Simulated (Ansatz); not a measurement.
Geometry optimisation, RKS B3LYP-D4/def2-SVP (Ansatz).

Input:

```yaml
crystal:
  periodic: [false, false, false]
  atoms:
    - { symbol: Ga, position_ang: [0.0, 0.0, 0.0] }
    - { symbol: O, position_ang: [1.2796, 0.0, 1.524] }
    - { symbol: H, position_ang: [0.3701, -0.2814, 1.8612] }
    - { symbol: H, position_ang: [1.7552, 0.0, 0.2282] }
    - { symbol: H, position_ang: [-1.3596, 0.0, -0.785] }
basis:
  gaussian: { orbitals: def2-SVP }
hamiltonian:
  xc: b3lyp
  dispersion: d4
relax:
  f_tol: 0.15
  max_steps: 25
  restrain:
    - { distance: [1, 3], at: 2.21, k: 30.0 }
    - { distance: [0, 1], at: 1.79, k: 30.0 }
    - { distance: [0, 3], at: 1.57, k: 30.0 }
output:
  orbitals: {}
```

Launched with:

```bash
$ ansatz run input.yaml --threads 1 --pin off --max-ram 2048MiB --backend cpu --events-out ev --progress --plain --runs-dir out
```

Question: Where does it end, and by what steps?

Answer: It converged. The restraints hold the end off the free minimum. After 8 steps the energy has fallen by 4.333 eV (the restraints' own energy left out); H4 moved furthest, 0.66 Å.

```json
{"step": "0", "energy less start (eV)": "0.0000", "largest force component (eV/Å)": "3.205", "accepted": "yes"}
{"step": "1", "energy less start (eV)": "-1.3852", "largest force component (eV/Å)": "2.904", "accepted": "yes"}
{"step": "2", "energy less start (eV)": "-2.5109", "largest force component (eV/Å)": "3.203", "accepted": "yes"}
{"step": "3", "energy less start (eV)": "-3.7109", "largest force component (eV/Å)": "2.683", "accepted": "yes"}
{"step": "4", "energy less start (eV)": "-4.2640", "largest force component (eV/Å)": "2.850", "accepted": "yes"}
{"step": "5", "energy less start (eV)": "-4.2954", "largest force component (eV/Å)": "1.284", "accepted": "yes"}
{"step": "6", "energy less start (eV)": "-4.3269", "largest force component (eV/Å)": "1.466", "accepted": "yes"}
{"step": "7", "energy less start (eV)": "-4.3155", "largest force component (eV/Å)": "1.264", "accepted": "no"}
{"step": "8", "energy less start (eV)": "-4.3327", "largest force component (eV/Å)": "1.250", "accepted": "yes"}
```

```xyz
5
Properties=species:S:1:pos:R:3
Ga 0.311 0.000 -0.083
O 0.848 -0.136 1.610
H 0.214 -0.230 2.335
H 1.821 0.092 -0.418
H -1.149 -0.007 -0.616
```

Run time: 16 s on 1 thread of Arm Neoverse V1 (shared host), peak memory 0.11 GiB.
